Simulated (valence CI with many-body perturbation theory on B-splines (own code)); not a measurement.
Te XXX: M1 decay

Method: valence CI with perturbative core correlation (CI+MBPT): five valence electrons over a frozen Dirac-Fock core [Ar], radial functions for each j: 7 s, 7 p, 8 d, 6 f, 4 g, 1 h, with the one-electron correlation potential Σ1 (screened to all orders), the two-electron term Σ2, the three-electron term Σ3, Breit, model QED; selected single and double excitations, second order for the rest (own B-spline code, finite nucleus).

No measured spectrum was set against this ion. As an estimate, large intervals hold to a few tenths of a per cent, small ones and those within an open d or f shell to about a per cent. Only levels of the ground parity were solved; by the run's estimate the other parity begins above the list, which can be wrong where configurations are misplaced.

Lines 51 to 100 of 120 in falling wavelength, among levels below 599580 cm⁻¹, chosen from the decays that carry over 1 % of a level's rate. Wavelengths and rates use the calculated energies. S is in atomic units (e²a₀⁴ for E2 and M2, e²a₀⁶ for E3), for M1 in squared Bohr magnetons. Weak lines are less certain than strong ones. Lines between different terms over intervals too small for the method are left out, as are lines whose strength nearly cancels.

Levels are named by their leading jj configuration (3d3/2^4 stands for four electrons in 3d with j = 3/2), which in mixed levels can hold well under half, so a name can repeat and another be missing. Letters in brackets count levels of one name in rising energy.

```tsv
λ vac (nm)	Upper	Lower	Type	A (s⁻¹)	S (a.u.)
100.1	(3d3/2 3d5/2^4) J=5/2 [a]	(3d3/2^2 3d5/2^3) J=7/2 [a]	M1	3.40e+03	7.58e-01
95.30	(3d3/2^2 3d5/2^3) J=7/2 [b]	(3d3/2^3 3d5/2^2) J=7/2 [b]	M1	3.07e+02	7.87e-02
94.37	(3d3/2^2 3d5/2^3) J=5/2 [b]	(3d3/2^3 3d5/2^2) J=7/2 [b]	M1	9.88e+02	1.85e-01
93.76	(3d3/2^2 3d5/2^3) J=9/2 [a]	(3d3/2^3 3d5/2^2) J=7/2 [a]	M1	4.66e+03	1.42e+00
93.55	(3d3/2^2 3d5/2^3) J=5/2 [a]	(3d3/2^3 3d5/2^2) J=5/2 [a]	M1	1.76e+04	3.20e+00
93.26	(3d3/2^2 3d5/2^3) J=13/2	(3d3/2^3 3d5/2^2) J=11/2	M1	1.82e+03	7.65e-01
92.24	(3d3/2^2 3d5/2^3) J=1/2 [b]	(3d3/2^2 3d5/2^3) J=3/2 [a]	M1	6.42e+02	3.74e-02
92.19	(3d3/2^2 3d5/2^3) J=3/2 [b]	(3d3/2^3 3d5/2^2) J=3/2	M1	1.98e+04	2.31e+00
85.52	(3d3/2 3d5/2^4) J=7/2 [a]	(3d3/2^2 3d5/2^3) J=9/2 [a]	M1	1.49e+04	2.76e+00
84.95	(3d3/2 3d5/2^4) J=11/2	(3d3/2^2 3d5/2^3) J=13/2	M1	6.10e+03	1.66e+00
84.74	(3d3/2^3 3d5/2^2) J=5/2 [b]	(3d3/2^4 3d5/2) J=5/2 [b]	M1	1.24e+04	1.67e+00
84.03	(3d3/2^2 3d5/2^3) J=3/2 [c]	(3d3/2^3 3d5/2^2) J=5/2 [b]	M1	4.79e+03	4.21e-01
83.52	(3d3/2^2 3d5/2^3) J=9/2 [c]	(3d3/2^2 3d5/2^3) J=9/2 [a]	M1	3.61e+02	7.79e-02
82.88	(3d3/2 3d5/2^4) J=5/2 [a]	(3d3/2^3 3d5/2^2) J=5/2 [b]	M1	1.67e+04	2.12e+00
80.58	(3d3/2^2 3d5/2^3) J=5/2 [a]	(3d3/2^3 3d5/2^2) J=3/2	M1	2.40e+03	2.79e-01
79.71	(3d3/2 3d5/2^4) J=11/2	(3d3/2^2 3d5/2^3) J=9/2 [a]	M1	5.64e+03	1.27e+00
78.37	(3d3/2^2 3d5/2^3) J=7/2 [c]	(3d3/2^3 3d5/2^2) J=5/2 [b]	M1	2.99e+03	4.26e-01
78.00	(3d3/2 3d5/2^4) J=5/2 [a]	(3d3/2^3 3d5/2^2) J=7/2 [b]	M1	8.16e+03	8.62e-01
77.82	(3d3/2^2 3d5/2^3) J=5/2 [a]	(3d3/2^3 3d5/2^2) J=7/2 [a]	M1	4.36e+03	4.57e-01
75.09	(3d3/2^2 3d5/2^3) J=9/2 [b]	(3d3/2^3 3d5/2^2) J=9/2	M1	1.65e+04	2.60e+00
74.46	(3d3/2 3d5/2^4) J=7/2 [a]	(3d3/2^2 3d5/2^3) J=7/2 [a]	M1	1.04e+04	1.27e+00
73.99	(3d3/2^2 3d5/2^3) J=7/2 [c]	(3d3/2^3 3d5/2^2) J=7/2 [b]	M1	8.92e+03	1.07e+00
73.96	(3d3/2^2 3d5/2^3) J=9/2 [c]	(3d3/2^2 3d5/2^3) J=11/2	M1	2.57e+03	3.86e-01
73.25	(3d3/2^3 3d5/2^2) J=7/2 [a]	(3d3/2^4 3d5/2) J=5/2 [a]	M1	2.86e+03	3.33e-01
72.09	(3d3/2^2 3d5/2^3) J=7/2 [a]	(3d3/2^4 3d5/2) J=5/2 [b]	M1	1.28e+03	1.42e-01
70.96	(3d3/2 3d5/2^4) J=11/2	(3d3/2^2 3d5/2^3) J=11/2	M1	2.59e+04	4.12e+00
70.96	(3d3/2^3 3d5/2^2) J=3/2	(3d3/2^4 3d5/2) J=5/2 [a]	M1	2.36e+04	1.25e+00
69.27	(3d3/2^2 3d5/2^3) J=7/2 [b]	(3d3/2^3 3d5/2^2) J=5/2 [a]	M1	2.25e+02	2.22e-02
68.97	(3d3/2^2 3d5/2^3) J=7/2 [b]	(3d3/2^3 3d5/2^2) J=9/2	M1	3.98e+03	3.87e-01
68.78	(3d3/2^2 3d5/2^3) J=5/2 [b]	(3d3/2^3 3d5/2^2) J=5/2 [a]	M1	3.03e+03	2.20e-01
68.02	(3d3/2^2 3d5/2^3) J=9/2 [b]	(3d3/2^3 3d5/2^2) J=11/2	M1	6.47e+03	7.54e-01
67.55	(3d3/2^2 3d5/2^3) J=3/2 [a]	(3d3/2^4 3d5/2) J=5/2 [b]	M1	8.00e+02	3.66e-02
64.86	(3d3/2^2 3d5/2^3) J=9/2 [b]	(3d3/2^3 3d5/2^2) J=7/2 [a]	M1	5.67e+03	5.74e-01
64.51	(3d3/2 3d5/2^4) J=7/2 [a]	(3d3/2^3 3d5/2^2) J=5/2 [b]	M1	6.45e+02	5.13e-02
64.32	(3d3/2^2 3d5/2^3) J=3/2 [c]	(3d3/2^3 3d5/2^2) J=1/2	M1	1.43e+03	5.63e-02
63.24	(3d3/2^3 3d5/2^2) J=5/2 [a]	(3d3/2^4 3d5/2) J=5/2 [a]	M1	3.50e+03	1.97e-01
61.61	(3d3/2^2 3d5/2^3) J=3/2 [b]	(3d3/2^4 3d5/2) J=5/2 [b]	M1	1.44e+04	5.01e-01
61.52	(3d3/2 3d5/2^4) J=7/2 [a]	(3d3/2^3 3d5/2^2) J=7/2 [b]	M1	3.70e+03	2.56e-01
61.50	(3d3/2^2 3d5/2^3) J=5/2 [b]	(3d3/2^3 3d5/2^2) J=3/2	M1	2.38e+03	1.23e-01
60.48	(3d3/2^2 3d5/2^3) J=9/2 [c]	(3d3/2^3 3d5/2^2) J=7/2 [b]	M1	7.25e+03	5.95e-01
60.25	(3d3/2^2 3d5/2^3) J=3/2 [c]	(3d3/2^3 3d5/2^2) J=5/2 [a]	M1	2.36e+02	7.66e-03
60.25	(3d3/2^2 3d5/2^3) J=7/2 [b]	(3d3/2^3 3d5/2^2) J=7/2 [a]	M1	2.02e+02	1.31e-02
59.88	(3d3/2^2 3d5/2^3) J=5/2 [b]	(3d3/2^3 3d5/2^2) J=7/2 [a]	M1	1.09e+04	5.23e-01
59.66	(3d3/2 3d5/2^4) J=5/2 [a]	(3d3/2^3 3d5/2^2) J=5/2 [a]	M1	1.63e+04	7.70e-01
57.28	(3d3/2^2 3d5/2^3) J=7/2 [c]	(3d3/2^3 3d5/2^2) J=5/2 [a]	M1	1.75e+03	9.75e-02
57.17	(3d3/2^2 3d5/2^3) J=1/2 [b]	(3d3/2^3 3d5/2^2) J=1/2	M1	7.34e+03	1.02e-01
57.08	(3d3/2^2 3d5/2^3) J=7/2 [c]	(3d3/2^3 3d5/2^2) J=9/2	M1	1.05e+04	5.78e-01
56.20	(3d3/2^2 3d5/2^3) J=5/2 [a]	(3d3/2^4 3d5/2) J=5/2 [b]	M1	1.35e+03	5.35e-02
54.59	(3d3/2^2 3d5/2^3) J=3/2 [c]	(3d3/2^3 3d5/2^2) J=3/2	M1	2.54e+03	6.13e-02
54.10	(3d3/2 3d5/2^4) J=5/2 [a]	(3d3/2^3 3d5/2^2) J=3/2	M1	2.07e+03	7.30e-02
```
